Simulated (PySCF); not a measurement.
SMILES CC(=O)C[SiH2]O[SiH3] (C3H10O2Si2), GFN2-xTB optimised geometry. Atoms within 1.6 Å of the plane z = 0.0 Å (x, y, z in Å): C1 (-0.51, -1.21, -0.05), C2 (0.30, 0.06, 0.00), O3 (1.51, 0.06, 0.00), C4 (-0.51, 1.32, 0.00), H8 (-1.06, -1.32, 0.89), H9 (-1.23, -1.15, -0.86), H10 (0.14, -2.07, -0.18), H11 (-0.02, 2.07, 0.62), H12 (-1.51, 1.14, 0.38).

Method: PySCF 2.14.0 with PBE/def2-SVP. Cells within 0.4 Å of a nucleus heavier than hydrogen are left out (blank, or x).

Map of the electrostatic potential (hartree/e), clipped to [-0.08, 0.12] on the plane z = 0.0 Å:

```
|44444444444444444444333333333|
|44444444444444444444333333333|
|44444444444444444444333333333|
|44444444444455554444333333333|
|44444444444555555444333333333|
|44444444445566665443333333333|
|44444444455678876443333333333|
|44444444557999996433222222333|
|44444455679999997432222222233|
|444444569999xx997431111122223|
|444445579999xx999531000112222|
|444445579999xx999864100012222|
|44444556999999999999920011222|
|44444455678999xx99xx980011222|
|44444455567999xxx9xx991011222|
|444444455689999x999x950011222|
|44444445579999999999500011222|
|444444455899xx999631000112222|
|444444445899xx997421001112222|
|44444444579999999422111222223|
|44444444459999999632222222233|
|44444444445799999643222222333|
|44444444444568999543333333333|
|44444444444445675443333333333|
|44444444444444454443333333333|
|44444444444444444433333333333|
|44444444444444444433333333333|
|44444444444444444333333333333|
|44444444444444444333333333333|
```
Scale: ten equal steps from -0.077 (start of '0') to 0.120 (end of '9'), in the order '0123456789'; x runs from -4.50 to 4.50, y from -4.50 (bottom) to 4.50 (top).
